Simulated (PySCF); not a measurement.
Computed structure and properties of [La(H2O)3]3+

System: [La(H2O)3]3+ (singlet); start: displaced along the imaginary mode (D3). Method: PySCF 2.14.0, RKS PBE0, La def2-SVP with ECP46, O def2-SVP, H def2-SVP; non-relativistic Hamiltonian with scalar-relativistic core potentials where named; density fitting; no spin-orbit coupling.

Input of the relaxation:

```python
mol = gto.M(atom='''
La     0.00000    -0.00000     0.00000
O      2.42200     0.00001     0.00000
H      3.03678     0.25001     0.76928
H      3.03678    -0.24999    -0.76928
O     -1.21101     2.09751    -0.00000
H     -1.73491     2.50492     0.76928
H     -1.30190     2.75492    -0.76928
O     -1.21099    -2.09752    -0.00000
H     -1.30187    -2.75493     0.76928
H     -1.73488    -2.50493    -0.76928''',
    basis={'La': 'def2-SVP', 'O': 'def2-SVP', 'H': 'def2-SVP'},
    ecp={'La': 'def2-SVP'},
    charge=3, spin=0)
mf = dft.RKS(mol, xc='PBE0')
mf.grids.atom_grid = (50, 194)  # f atoms: unpruned, at least (60, 302)
mf = mf.density_fit()  # fitting sets: La def2-universal-JKFIT, O def2-universal-JKFIT, H def2-universal-JKFIT
mf.conv_tol = 1e-08; mf.max_cycle = 55
mf.kernel(dm0)  # dm0: converged density of the start geometry
# quasi-Newton relaxation in Cartesian coordinates to a largest gradient under 0.00045 Eh/bohr, steps kept in the point group
```

Run from Python with OMP_NUM_THREADS=2; the lines above give its settings. Where DIIS fails, smearing, a level shift and second-order steps follow.
It took 99 s on 2 threads of Intel(R) Xeon(R) 6975P-C (Granite Rapids), with other jobs on the host, from the converged density of the start.

Course of the relaxation:

```tsv
step	energy above end (eV)	largest force component within the symmetry (eV/Å)
0	0.2609	1.192
1	0.1085	0.170
2	0.1023	0.044
3	0.1004	0.398
4	0.0938	0.141
5	0.0882	0.097
6	0.0796	0.469
7	0.0680	0.047
23	0.0009	0.037
24	0.0008	0.071
25	0.0001	0.021
26	0.0002	0.055
27	0.0000	0.006
28	0.0000	0.011
```
(The steps between are left out.)

Relaxed geometry (D3, nearly planar):

```xyz
10

La    0.0000    0.0000    0.0000
O     2.4072    0.0000    0.0000
H     3.0217    0.7672    0.0684
H     3.0217   -0.7672   -0.0684
O    -1.2036    2.0847    0.0000
H    -2.1753    2.2332    0.0684
H    -0.8464    3.0004   -0.0684
O    -1.2036   -2.0847    0.0000
H    -0.8464   -3.0004    0.0684
H    -2.1752   -2.2332   -0.0684
```

```
     contact      Å
La1–O2 (H2O)  2.407
La1–O5 (H2O)  2.407
La1–O8 (H2O)  2.407
```

On the finer grid (75, 302):

The HOMO is -24.53 eV, the LUMO is -16.35 eV and the dipole about the centre of mass is 0.00 D. The set of Mulliken populations of La1 outside the core potential is s 2.09, p 6.10, d 0.68, f 0.10 and the D3(BJ) dispersion energy (not in the energies) is -0.128 eV.

| atom | Mulliken (e) | Löwdin (e) | spin (e) |
| --- | --- | --- | --- |
| La1 | 2.03 | 1.70 | 0.00 |
| O2 | -0.31 | 0.03 | 0.00 |
| H3 | 0.32 | 0.20 | 0.00 |
| H4 | 0.32 | 0.20 | 0.00 |
| O5 | -0.31 | 0.03 | 0.00 |
| H6 | 0.32 | 0.20 | 0.00 |
| H7 | 0.32 | 0.20 | 0.00 |
| O8 | -0.31 | 0.03 | 0.00 |
| H9 | 0.32 | 0.20 | 0.00 |
| H10 | 0.32 | 0.20 | 0.00 |

On the grid (50, 194), as all that follows. Harmonic modes: a minimum within the noise of the softest modes; lowest -13 cm⁻¹ (negative: unstable), highest 3645 cm⁻¹, zero-point energy 1.999 eV.

Taking off one H2O (charge 0, singlet; the rest: singlet) in vacuum, both parts rigid, costs 3.40 eV; the small basis without counterpoise inflates it. Parting with an electron moved from the ligand to the metal can be far cheaper, even downhill.

Rigid scan of H2O along the line from its metal:

distance to O2 (Å), energy (eV) and a bar:
```
     2.11      0.624 ##############################
     2.21      0.237 ###########
     2.31      0.050 ##
     2.41      0.000 
     2.51      0.039 ##
     2.61      0.136 #######
     2.81      0.419 ####################
```

One start shape was tried, so this needn't be the lowest isomer.
